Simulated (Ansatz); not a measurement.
Li9O5. Total charge 0; doublet. Geometry PBE-D4/def2-SVP; atoms count from 1.

Cartesian coordinates in Å:
```
Li -3.024 -1.225 1.619
Li 0.503 2.510 0.395
Li -0.391 0.427 1.865
Li 1.255 -1.719 -1.601
Li 0.935 0.408 -0.419
Li -0.274 0.844 -2.511
Li -0.295 -1.566 0.097
Li 2.170 -0.285 1.386
Li -1.441 0.357 -0.586
O 1.606 -1.387 0.098
O -1.617 -0.599 1.029
O -0.280 -0.781 -1.731
O -0.308 1.825 -1.042
O 1.162 1.190 1.402
```

Another isomer (doublet) lies 0.50 eV lower at PBE0-D4/def2-TZVP; other spin states weren't run for this one.

Question: Estimate the Mulliken populations from the PBE0/def2-TZVP orbitals of Ansatz.

Answer: 
| atom | charge (e) | spin (α − β) |
| --- | --- | --- |
| Li1 | 0.73 | 0.00 |
| Li2 | 0.73 | -0.02 |
| Li3 | 0.71 | 0.00 |
| Li4 | 0.72 | -0.02 |
| Li5 | 0.53 | -0.06 |
| Li6 | 0.72 | -0.02 |
| Li7 | 0.74 | -0.01 |
| Li8 | 0.73 | -0.02 |
| Li9 | 0.74 | -0.01 |
| O10 | -1.21 | 0.32 |
| O11 | -1.42 | 0.00 |
| O12 | -1.22 | 0.37 |
| O13 | -1.21 | 0.32 |
| O14 | -1.31 | 0.14 |
Mulliken values and Mayer orders depend strongly on the basis.

Question: Where does the spin sit?

Answer: Summed by element: Li -0.15, O 1.15, of 1 unpaired in all. Largest on single atoms: O12 0.37, O13 0.32, O10 0.32.

Question: And the Mayer bond orders between bonded heavy atoms (over 0.3)?

Answer: Li1–O11 0.49 (1.65 Å).
